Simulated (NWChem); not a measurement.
## Correlation energy of H$_{6}$PSi$_{2}$

```
P
Si 1 2.2612
H 2 1.4930 1 109.45
H 2 1.4970 3 109.02 1 -119.33
H 2 1.4974 3 109.07 4 -118.27
Si 1 2.2612 2 94.56 3 167.15
H 6 1.4930 1 109.45 2 167.15
H 6 1.4970 7 109.02 1 -119.33
H 6 1.4974 7 109.07 8 -118.27
```
Charge 0, spin multiplicity 2.

All runs are NWChem calculations. Structure: optimised with UPBE0/def2-SVP, a minimum by its harmonic frequencies.

Basis set: cc-pVDZ. Each correlation energy counts from its own Hartree-Fock reference.

The correlated methods keep 15 core orbitals frozen. The structure started from a generated list of species. The unpaired electrons of the parent sit in orbitals of symmetry b (C2 labels of the run); other states weren't searched. No SCF solution was tested for a lower state. Open-shell Hartree-Fock references start from PBE0 orbitals. Coupled-cluster values serve here as a point of comparison, not as the truth.

Task: One of these methods gave a correlation energy of -305.6 mHa. Which?
A) URI-MP2
B) SCS-UMP2
C) CCSD[T] on ROHF
D) CCSD on ROHF

Result: A, URI-MP2. The others give -320.4 (SCS-UMP2), -373.8 (CCSD on ROHF), -384.7 (CCSD[T] on ROHF).
